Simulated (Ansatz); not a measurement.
A nudged elastic band was laid between two geometries of C2H5AlSi (9 atoms, charge 0, multiplicity 1).

Theory: RKS B3LYP-D4/def2-SVP in Ansatz.

```
movable images  : 9
climbing image  : yes
spring          : 5.0 eV/Å²
optimiser       : quadratic models (default)
start path      : IDPP
force threshold : 0.05 eV/Å
iteration limit : 60
end points      : relaxed
```

Initial state:

```xyz
9
Properties=species:S:1:pos:R:3
Si -0.033 1.093 -1.127
C 0.035 -0.127 0.282
C -0.201 -1.485 0.333
Al 0.263 -0.834 2.013
H -0.438 0.436 -2.411
H -1.013 2.177 -0.817
H 1.306 1.727 -1.318
H -0.493 -2.139 -0.502
H 0.576 -0.848 3.547
```

Final state:

```xyz
9
Properties=species:S:1:pos:R:3
Si -0.408 0.925 -1.202
C -0.018 -0.152 0.270
C 1.090 -0.910 0.587
Al -0.202 -1.040 1.921
H -1.655 0.444 -1.868
H -0.641 2.331 -0.754
H 0.703 0.921 -2.206
H 2.007 -1.028 -0.008
H -0.876 -1.491 3.260
```

(1) What changes between the two ends?

(2) What energy profile does the band end with?

(3) What is the geometry of the highest image?

(4) What are the harmonic wavenumbers there?

The band took 4 iterations and about 2.7 core-minutes.

Answers

(1) No bond is made or broken. The dihedral H5–Si1–C2–C3 goes from 1 to 122°. The two ends are copies of one structure, up to a mirror image or an exchange of like atoms.

(2) The run converged. The highest image is number 5 of 0 to 10, 3.5 kJ/mol above the ends, which have the same energy within 2 meV. A vibrational analysis at the climbing image gives one clearly imaginary mode, 101i cm⁻¹: a first-order saddle point.

```json
{"image": "0", "path coordinate (Å)": "0.00", "energy (kJ/mol)": "0.0", "dihedral H5–Si1–C2–C3 (°)": "1"}
{"image": "1", "path coordinate (Å)": "0.39", "energy (kJ/mol)": "0.4", "dihedral H5–Si1–C2–C3 (°)": "13"}
{"image": "2", "path coordinate (Å)": "0.77", "energy (kJ/mol)": "1.3", "dihedral H5–Si1–C2–C3 (°)": "25"}
{"image": "3", "path coordinate (Å)": "1.16", "energy (kJ/mol)": "2.3", "dihedral H5–Si1–C2–C3 (°)": "36"}
{"image": "4", "path coordinate (Å)": "1.54", "energy (kJ/mol)": "3.2", "dihedral H5–Si1–C2–C3 (°)": "48"}
{"image": "5", "path coordinate (Å)": "1.93", "energy (kJ/mol)": "3.5", "dihedral H5–Si1–C2–C3 (°)": "60"}
{"image": "6", "path coordinate (Å)": "2.32", "energy (kJ/mol)": "3.1", "dihedral H5–Si1–C2–C3 (°)": "72"}
{"image": "7", "path coordinate (Å)": "2.71", "energy (kJ/mol)": "2.2", "dihedral H5–Si1–C2–C3 (°)": "85"}
{"image": "8", "path coordinate (Å)": "3.10", "energy (kJ/mol)": "1.1", "dihedral H5–Si1–C2–C3 (°)": "97"}
{"image": "9", "path coordinate (Å)": "3.49", "energy (kJ/mol)": "0.3", "dihedral H5–Si1–C2–C3 (°)": "109"}
{"image": "10", "path coordinate (Å)": "3.88", "energy (kJ/mol)": "0.0", "dihedral H5–Si1–C2–C3 (°)": "122"}
```

(3) 
```xyz
9
Properties=species:S:1:pos:R:3
Si -0.254 1.073 -1.121
C -0.014 -0.118 0.301
C 0.579 -1.364 0.337
Al -0.050 -0.882 2.020
H -1.077 0.439 -2.197
H -0.943 2.319 -0.678
H 1.067 1.452 -1.712
H 1.040 -1.907 -0.502
H -0.348 -1.012 3.552
```

(4) 101i, 183, 235, 407, 458, 462, 637, 663, 754, 873, 883, 932, 948, 959, 1107, 1450, 2004, 2200, 2201, 2225, 3096 cm⁻¹.

Run time: 2.8 min on 1 thread of Intel(R) Xeon(R) Processor @ 2.70GHz, on a shared host, peak memory 0.19 GiB.
